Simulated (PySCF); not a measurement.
Molecule: C7H9Cl3Si2, SMILES c1([Si](Cl)(Cl)Cl)ccc([SiH2]C)cc1. Atoms near the plane z = 1.2 Å, at the GFN2-xTB optimised geometry (x, y, z in Å): Si11 (0.5, -0.4, 0.0), C12 (-0.2, 1.4, 0.0), H17 (0.0, -1.1, 1.2), H18 (1.9, -0.4, 0.0), H19 (0.1, 1.9, 0.9), H21 (-1.3, 1.4, 0.0).

Method: PBE0/def2-SVP run with PySCF 2.14.0. The values are rescaled to run from 0 to 1.

```
|0000000000000000000000000000000|
|0000000000000000000000000000000|
|0000000000000001100000000000000|
|0000000000000135542000000000000|
|0000000000001489997300000000000|
|0000000000002799999720000000000|
|0000000000004899999840000000000|
|0000000000014999999840000000000|
|0000000011014899999820000000000|
|0000000111112799998500000000000|
|0000000111111478875100000000000|
|0000000011101234431000000000000|
|0000000000000112110000000000000|
|0000000000000011111000122210000|
|0000000000000112211111345420000|
|0000000000001234432113567641000|
|0000000000014789874223577751000|
|0000000000269999997323567751000|
|0000000001599999998422356531000|
|0000000001699999999511123310000|
|0000000000599999999510111100000|
|0000000000389999999410000000000|
|0000000000169999998310000000000|
|0000000000027999985200000000000|
|0000000000002688752000000000000|
|0000000000000133320000000000000|
|0000000000000000000000000000000|
|0000000000000000000000000000000|
|0000000000000000000000000000000|
|0000000000000000000000000000000|
|0000000000000000000000000000000|
```
Scale: ten equal steps from 0.000 (start of '0') to 1.00 (end of '9'), in the order '0123456789'; x runs from -4.00 to 4.00, y from -4.00 (bottom) to 4.00 (top).

Task: Which quantity is mapped?
A) electron localisation function
B) log10 of the electron density
C) electrostatic potential
D) Laplacian of the electron density

Result: A, electron localisation function
